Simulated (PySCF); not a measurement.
Worked example: oscillator strength and radiative lifetime

Sn(iPr)(OH)3 (C₃H₁₀O₃Sn), SMILES C[CH](C)[Sn]([OH])([OH])[OH].

Coordinates come from a B3LYP-D3(BJ)/def2-SVP optimisation. The isomer is the one that the SMILES or the coordinates give; other isomers of the formula were not compared. The def2 effective core potentials stand for the cores of Sn; spin–orbit coupling is left out. The values are those of a single conformer.

PySCF with TDA-CAM-B3LYP/def2-SVPD puts the first singlet state with f over 0.02 at 6.10 eV (vertical), with the transition dipole (1.264, 0.238, 0.323) in atomic units.

Find the oscillator strength, the wavelength and the radiative lifetime that this transition would have in vacuum if emission retraced absorption.


|μ|² = 1.7587 au, so |μ| = 3.37 D. ΔE = 6.10/27.211 = 0.2242 hartree. f = (2/3) ΔE |μ|² = 0.263 (the program prints 0.262).
λ = 1239.84/6.10 = 203 nm; ν = 49200 cm⁻¹.
Einstein's coefficient A = 0.6670 ν² f s⁻¹ (ν in cm⁻¹) = 4.2e8 s⁻¹, so τ = 1/A = 2.4 ns. This state is S1. The figure is the radiative limit of this one transition; relaxation, internal conversion, crossing to triplets and a medium change what is measured.
